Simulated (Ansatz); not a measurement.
Consider the ligand exchange at the Sb–S bond: `[SH][SbH2]` + NH₃ → `[NH2][SbH2]` + H₂S.

Program: Ansatz. Geometries: PBE0-D4/def2-TZVP. ΔE: electronic, gas phase. CBS: MP2 limit from def2 TZ/QZ plus the TZ coupled-cluster correction, frozen cores. This one scheme is used for every species. Functionals use def2-TZVPP. def2 core potentials past Kr. For Sb outer-core shells are correlated without core-valence functions, which leaves a few kJ/mol of doubt a bond.

`[SH][SbH2]`:

Cartesian coordinates in Å:
```
S -0.376 -0.508 -1.369
Sb 0.549 0.310 0.719
H 0.819 -0.516 -1.980
H -0.657 1.502 0.942
H -0.335 -0.787 1.688
```

NH₃:

Z-matrix (Å, degrees):
```
N
H 1 1.013
H 1 1.013 2 107.1
H 1 1.013 2 107.1 3 -114.5
```

`[NH2][SbH2]`:

```xyz
6

N     1.049   -0.088   -0.061
Sb   -0.758   -0.195    0.872
H     0.995    0.198   -1.029
H     1.671    0.548    0.421
H    -1.625    0.975   -0.050
H    -1.332   -1.437   -0.154
```

H₂S:

Cartesian coordinates in Å:
```
S 0.013 -0.476 0.396
H 0.935 0.113 -0.379
H -0.948 0.363 -0.017
```

```csv
species,PBE0 energy (Eh)
`[SH][SbH2]`,-640.13202
NH₃,-56.51575
`[NH2][SbH2]`,-297.35714
H₂S,-399.26243
```

**Question.** Work out ΔE.

**Answer.** ΔE = (-297.35714) + (-399.26243) − (-640.13202) − (-56.51575) = 0.02820 Eh = +0.77 eV. CCSD(T)/CBS gives +0.73 eV.

Largest T1 diagnostic among the species: 0.013.

At CCSD(T), def2-SVP lies −0.05 eV from the extrapolated value and def2-TZVPP −0.06 eV. Leaving LDA and LC-ωPBE aside and taking each functional with its dispersion term where it has one, the values, not all of them listed here, spread over 0.10 eV, from CAM-B3LYP-D4 to HSE06-D4.
